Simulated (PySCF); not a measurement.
Simulated outer-valence photoelectron spectrum of `[Cl][AlH-]1[Cl+][AlH2-][Cl+]1`. Theory: EOM-IP-CCSD/aug-cc-pVDZ in PySCF, restricted Hartree–Fock reference, frozen core, non-relativistic, gas phase, PBE0-D3(BJ)/def2-SVP geometry.

Each root has a Gaussian of 0.8 eV full width with its one-hole share as area; cross sections and vibrations are left out, and the highest printed point is 100.

```json
{"ionisation energy (eV)": "10.1", "intensity": "0"}
{"ionisation energy (eV)": "10.2", "intensity": "0"}
{"ionisation energy (eV)": "10.3", "intensity": "1"}
{"ionisation energy (eV)": "10.4", "intensity": "1"}
{"ionisation energy (eV)": "10.5", "intensity": "3"}
{"ionisation energy (eV)": "10.6", "intensity": "5"}
{"ionisation energy (eV)": "10.7", "intensity": "10"}
{"ionisation energy (eV)": "10.8", "intensity": "16"}
{"ionisation energy (eV)": "10.9", "intensity": "25"}
{"ionisation energy (eV)": "11.0", "intensity": "36"}
{"ionisation energy (eV)": "11.1", "intensity": "48"}
{"ionisation energy (eV)": "11.2", "intensity": "61"}
{"ionisation energy (eV)": "11.3", "intensity": "72"}
{"ionisation energy (eV)": "11.4", "intensity": "80"}
{"ionisation energy (eV)": "11.5", "intensity": "84"}
{"ionisation energy (eV)": "11.6", "intensity": "85"}
{"ionisation energy (eV)": "11.7", "intensity": "83"}
{"ionisation energy (eV)": "11.8", "intensity": "79"}
{"ionisation energy (eV)": "11.9", "intensity": "75"}
{"ionisation energy (eV)": "12.0", "intensity": "72"}
{"ionisation energy (eV)": "12.1", "intensity": "72"}
{"ionisation energy (eV)": "12.2", "intensity": "74"}
{"ionisation energy (eV)": "12.3", "intensity": "78"}
{"ionisation energy (eV)": "12.4", "intensity": "84"}
{"ionisation energy (eV)": "12.5", "intensity": "91"}
{"ionisation energy (eV)": "12.6", "intensity": "97"}
{"ionisation energy (eV)": "12.7", "intensity": "100"}
{"ionisation energy (eV)": "12.8", "intensity": "100"}
{"ionisation energy (eV)": "12.9", "intensity": "96"}
{"ionisation energy (eV)": "13.0", "intensity": "88"}
{"ionisation energy (eV)": "13.1", "intensity": "77"}
{"ionisation energy (eV)": "13.2", "intensity": "66"}
{"ionisation energy (eV)": "13.3", "intensity": "57"}
{"ionisation energy (eV)": "13.4", "intensity": "49"}
{"ionisation energy (eV)": "13.5", "intensity": "45"}
{"ionisation energy (eV)": "13.6", "intensity": "41"}
{"ionisation energy (eV)": "13.7", "intensity": "38"}
{"ionisation energy (eV)": "13.8", "intensity": "34"}
{"ionisation energy (eV)": "13.9", "intensity": "29"}
{"ionisation energy (eV)": "14.0", "intensity": "23"}
{"ionisation energy (eV)": "14.1", "intensity": "17"}
{"ionisation energy (eV)": "14.2", "intensity": "12"}
{"ionisation energy (eV)": "14.3", "intensity": "7"}
{"ionisation energy (eV)": "14.4", "intensity": "4"}
{"ionisation energy (eV)": "14.5", "intensity": "2"}
{"ionisation energy (eV)": "14.6", "intensity": "1"}
{"ionisation energy (eV)": "14.7", "intensity": "0"}
{"ionisation energy (eV)": "14.8", "intensity": "0"}
{"ionisation energy (eV)": "14.9", "intensity": "0"}
```

**Question.** Where are the maxima, and how many lines lie under the curve?

**Answer.** 2 maxima, at 11.6 and 12.7 eV, from 8 lines. At this width some lines have no maximum of their own.

**Question.** List the lines with their holes.

**Answer.** 
```json
{"E (eV)": "11.28", "leading hole (HF orbital)": "HOMO", "area": "0.94", "Koopmans (eV)": "11.95"}
{"E (eV)": "11.52", "leading hole (HF orbital)": "HOMO-1", "area": "0.95", "Koopmans (eV)": "12.31"}
{"E (eV)": "11.78", "leading hole (HF orbital)": "HOMO-2", "area": "0.95", "Koopmans (eV)": "12.62"}
{"E (eV)": "12.29", "leading hole (HF orbital)": "HOMO-3", "area": "0.94", "Koopmans (eV)": "13.08"}
{"E (eV)": "12.63", "leading hole (HF orbital)": "HOMO-4", "area": "0.94", "Koopmans (eV)": "13.43"}
{"E (eV)": "12.85", "leading hole (HF orbital)": "HOMO-5", "area": "0.95", "Koopmans (eV)": "13.91"}
{"E (eV)": "13.01", "leading hole (HF orbital)": "HOMO-6", "area": "0.95", "Koopmans (eV)": "14.01"}
{"E (eV)": "13.71", "leading hole (HF orbital)": "HOMO-7", "area": "0.94", "Koopmans (eV)": "14.61"}
```

The widest gap, 0.70 eV, lies between 13.01 and 13.71 eV. Only orbitals with −ε under 21 eV, eight at most, were ionised, so the high end of the curve may lack lines.
